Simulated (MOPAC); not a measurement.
MOPAC input (PM3):

```
PM3 1SCF UHF MS=0.5 GEO-OK AUX(PRECISION=9) THREADS=1
BrF2Ge

F    -1.55402500 1   -1.36231200 1   -0.32154700 1
Ge   -0.75566800 1   -0.00355200 1    0.41921600 1
F    -1.55101600 1    1.37215500 1   -0.29295300 1
Br    1.48933600 1    0.00071700 1   -0.22526900 1
```

From the output:

```
                                                       MOPAC v23.2.5 Linux

          FINAL HEAT OF FORMATION =       -143.02320 KCAL/MOL =    -598.40908 KJ/MOL

          COSMO AREA              =        114.73 SQUARE ANGSTROMS
          COSMO VOLUME            =        103.64 CUBIC ANGSTROMS

          IONIZATION POTENTIAL    =         10.881246 EV
          ALPHA SOMO LUMO (EV)    =        -10.881 -2.276
          BETA  SOMO LUMO (EV)    =        -11.949 -2.475
          NO. OF ALPHA ELECTRONS  =         13
          NO. OF BETA  ELECTRONS  =         12
          MOLECULAR WEIGHT        =        190.4908         POINT GROUP:  Cs

          MOLECULAR DIMENSIONS (Angstroms)

            Atom       Atom       Distance
           Br     4    F     1     3.33604
            F     3    F     1     2.49438
            F     1   Ge     2     0.70477

          SCF CALCULATIONS        =          1

   ATOM   CHEMICAL          X               Y               Z
  NUMBER   SYMBOL      (ANGSTROMS)     (ANGSTROMS)     (ANGSTROMS)

     1       F         -1.55402500  *  -1.36231200  *  -0.32154700  *
     2      Ge         -0.75566800  *  -0.00355200  *   0.41921600  *
     3       F         -1.55101600  *   1.37215500  *  -0.29295300  *
     4      Br          1.48933600  *   0.00071700  *  -0.22526900  *

                             CARTESIAN COORDINATES

   1    F       -1.554025000    -1.362312000    -0.321547000
   2   Ge       -0.755668000    -0.003552000     0.419216000
   3    F       -1.551016000     1.372155000    -0.292953000
   4   Br        1.489336000     0.000717000    -0.225269000

           Empirical Formula: F2 Ge Br  =     4 atoms

      MOLECULAR POINT GROUP   :   Cs

          ALPHA EIGENVALUES
 -21.67421 -21.34318 -19.73889 -17.75351 -17.11270 -16.63550 -16.57539 -16.07126
 -15.76383 -13.41341 -12.19206 -11.95924 -10.88125  -2.27646  -0.62128   0.59986

           BETA EIGENVALUES
 -21.89203 -21.18974 -19.78384 -17.46927 -16.80905 -16.47546 -16.31165 -15.88243
 -15.72840 -13.15343 -11.97375 -11.94912  -2.47451  -2.20451  -0.10133   0.12123

              NET ATOMIC CHARGES AND DIPOLE CONTRIBUTIONS

  ATOM NO.   TYPE          CHARGE      No. of ELECS.   s-Pop       p-Pop
    1          F          -0.264108        7.2641     1.66497     5.59914
    2         Ge           0.821061        3.1789     0.94708     2.23185
    3          F          -0.264108        7.2641     1.66497     5.59914
    4         Br          -0.292845        7.2928     1.90277     5.39007
 DIPOLE           X         Y         Z       TOTAL
 POINT-CHG.    -1.136    -0.028     2.750     2.975
 HYBRID        -0.020     0.007    -0.657     0.658
 SUM           -1.156    -0.021     2.092     2.391

          ATOMIC ORBITAL ELECTRON POPULATIONS

     Atom    s        px        py        pz
    1  F   1.66497   1.89377   1.80318   1.90219
    2 Ge   0.94708   0.69872   0.64462   0.88852
    3  F   1.66497   1.89421   1.79886   1.90606
    4 Br   1.90277   1.47234   1.98472   1.93301

                    (SZ)    =    0.500000
                    (S**2)  =    0.754807

          ATOMIC ORBITAL SPIN POPULATIONS

    Atom   Total    s     px     py     pz
         Atomic
    1  F  0.0398 -0.001  0.001  0.005  0.035
    2 Ge  0.8705  0.266  0.014  0.012  0.578
    3  F  0.0398 -0.001  0.001  0.006  0.035
    4 Br  0.0498 -0.000  0.024 -0.001  0.027

 **********************
 *                    *
 * JOB ENDED NORMALLY *
 *                    *
 **********************

 == MOPAC DONE ==
```

The geometry given is a B3LYP-D3(BJ)/def2-TZVP minimum.
